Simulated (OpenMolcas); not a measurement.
## What dynamic correlation does to the levels of Te+

```json
{"Program": "OpenMolcas 26.06", "Basis": "ANO-R1 [6s5p3d1f]", "Scalar Hamiltonian": "X2C, finite nucleus", "Active space": "3 electrons in 3 orbitals (5p)", "State averaging": "2S+1 = 4 odd, 1 root; 2S+1 = 2 odd, 8 roots", "Spin-orbit coupling": "state interaction with AMFI integrals over the reference wave functions, term energies averaged over their components"}
```

Methods on the same reference wave functions:
A. CASSCF
B. SS-CASPT2, IPEA 0.25 Eh, imaginary shift 0.1 Eh (closed shells correlated: 4d 5s)

Energies in cm⁻¹ above 5s² 5p³ ⁴S°_3/2, the measured ground level; measured values from NIST Handbook of Basic Atomic Spectroscopic Data.

```tsv
Level	A	B	Measured
5s² 5p³ ⁴S°_3/2	0.0	0.0	0.0
5s² 5p³ ²D°_3/2	14328	13180	10222
5s² 5p³ ²D°_5/2	16049	15020	12422
5s² 5p³ ²P°_1/2	26177	24000	20547
5s² 5p³ ²P°_3/2	28653	26680	24032
```

Deviations, from unrounded energies. A percentage is the sum of absolute deviations over the sum of measured energies, with the sign that they share, or ± where signs differ.

```csv
Against measurement,Levels,A,B
mean absolute deviation (cm-1),4,4500,2900
other terms of the ground configuration (%),4,+26.8,+17.3
```

B lies closest to measurement on these levels. The largest miss of B in the table is 5s² 5p³ ²P°_1/2, by +3500 cm-1. The ranking rests on the paired levels alone, and a cruder setting can come out closer through cancelling errors.

From A to B the spin-free energies of the other terms of 5s² 5p³ shown, above ⁴S°, scale by factors of 0.91 to 0.93.

The lowest spin-free term lies below A's lowest term by 0.391 hartree in B.

CASPT2 breaks the degeneracy within a term, and the mean is taken; among the terms shown or strongly mixed into the levels shown the widest spread is 150 cm-1 (5s² 5p³ ²D°, B). With the s shell closed, the reference lacks s² → p² mixing. Some terms miss by over 15 % even with CASPT2, which points to a basis or an active space too small for the shells correlated (holds for B). Computed and measured levels are paired by configuration, term and J; levels that our copy of the source lacks, or whose pairing is in doubt (as where it misses far off the trend of its configuration), stay unpaired and out of the deviations. Levels of configurations outside the active space are missing.

° marks odd parity.
